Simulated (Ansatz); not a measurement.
Ansatz (a program for electronic structure) input (B3LYP-D3(BJ)/def2-TZVP):

Ansatz 0.2 input:
```yaml
crystal:
  periodic: [false, false, false]
  atoms:
    - {symbol: Co, position_ang: [0.17955446, 0.14841619, -0.29299449]}
    - {symbol: O, position_ang: [1.18909320, -1.16865441, -0.40742550]}
    - {symbol: H, position_ang: [1.77396128, -1.91638089, -0.43731667]}
    - {symbol: S, position_ang: [-1.21236332, 1.71085860, 0.02507426]}
    - {symbol: H, position_ang: [-1.86292609, 1.23529066, 1.07985750]}
basis:
  gaussian:
    orbitals: def2-TZVP
hamiltonian:
  xc: b3lyp
  dispersion: d3bj
magnetization: {spin_polarized: true, initial_magnetization: 3}
relax: {f_tol: 0.002, max_steps: 150}
```

End of the output:

```
1030 factors; their error is unknown
mean field: 0.66 GiB planned
mean field evaluation 448: about -50546.5409 eV, gradient 4.8e-5 eV
mean field -50546.54087831 eV, -1857.5511156021 hartree, gradient 2.6e-6 eV, S^2 3.761409; 0 other end points of the search recorded, 0 dependent functions left out
the calculation of the forces begins
reference -50546.54110167 eV, -1857.5511238104 hartree; 28, 25 occupied and 97, 100 virtual orbitals, 1030 factors
relax step  17: F+E_penalty+E_count = -50546.69639526 eV  Δ(F+E_penalty+E_count) = -1.595e-5 eV  max|allowed force component| = 2.034e-3 eV/Å  Δτ_max = 0.0063 Å  (163 SCF iters, accepted)
these checks for a lower state are left out or cut short: starts, cluster_reference, orbital_swaps, neighbouring_geometries, increment
integrals: 0.05 GiB planned
1030 factors; their error is unknown
mean field: 0.66 GiB planned
mean field evaluation 480: about -50546.5409 eV, gradient 4.1e-6 eV
mean field -50546.54087914 eV, -1857.5511156323 hartree, gradient 4.1e-6 eV, S^2 3.761411; 0 other end points of the search recorded, 0 dependent functions left out
the calculation of the forces begins
reference -50546.54110250 eV, -1857.5511238408 hartree; 28, 25 occupied and 97, 100 virtual orbitals, 1030 factors
relax step  18: F+E_penalty+E_count = -50546.69639945 eV  Δ(F+E_penalty+E_count) = -4.185e-6 eV  max|allowed force component| = 4.614e-4 eV/Å  Δτ_max = 0.0015 Å  (144 SCF iters, accepted)
integrals: 0.05 GiB planned
1030 factors; their error is unknown
mean field: 0.66 GiB planned
mean field evaluation 512: about -50546.5061 eV, gradient 3.7e0 eV
mean field -50546.54087914 eV, -1857.5511156323 hartree, gradient 4.1e-6 eV, S^2 3.761411; 7 other end points of the search recorded, 0 dependent functions left out
the calculation of the forces begins
reference -50546.54110250 eV, -1857.5511238408 hartree; 28, 25 occupied and 97, 100 virtual orbitals, 1030 factors
Total energy: -50546.69662281 eV, -1857.5568391069 hartree
Atom 0 at     0.185156     0.151719    -0.315745 Å, force    -0.000137     0.000167     0.000073 eV/Å
Atom 1 at     1.385502    -1.101353    -0.659379 Å, force    -0.000123     0.000012     0.000315 eV/Å
Atom 2 at     1.556988    -1.925419    -0.198694 Å, force    -0.000024     0.000118    -0.000251 eV/Å
Atom 3 at    -1.258555     1.743802     0.031506 Å, force     0.000054    -0.000461     0.000150 eV/Å
Atom 4 at    -1.801771     1.140781     1.109508 Å, force     0.000230     0.000164    -0.000286 eV/Å
Dipole moment:     0.007796    -0.365797     0.279841 e Å
```

The spin state was set by rule; other spins were not relaxed.
